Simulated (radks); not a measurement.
Charge is removed step by step from the 2s down level of the scandium ion Sc3+, starting from [He] 2s(up 1, down 1) 2p6 3s2 3p6. All-electron calculation, scalar-relativistic Kohn-Sham, PBE, spin-polarised, spherical densities, finite nucleus; Fermi nuclear charge, rms radius 3.5459 fm. Program: a radial shooting solver on a logarithmic mesh with Libxc functionals.

| removed (e) | E - E(0) (eV) | eigenvalue (eV) | E minus straight line (eV) |
|---|---|---|---|
| 0 | 0.000 | -507.53 | 0.000 |
| 0.25 | 128.32 | -519.23 | -4.421 |
| 0.5 | 259.58 | -531.01 | -5.908 |
| 0.75 | 393.79 | -542.86 | -4.439 |
| 1 | 530.97 | -554.77 | 0.000 |

Removing the whole electron costs 530.97 eV by Delta-SCF, against 507.53 eV from minus the eigenvalue at the starting occupation. Slater's transition state (half an electron removed) gives 531.01 eV. Integrating minus the eigenvalue over the occupation (Janak's theorem) gives 531.06 eV. In this scalar-relativistic scheme the density is built from large components alone, so the theorem holds only approximately. The mean slope of the eigenvalue, de/dn, is 47.2 eV per electron.
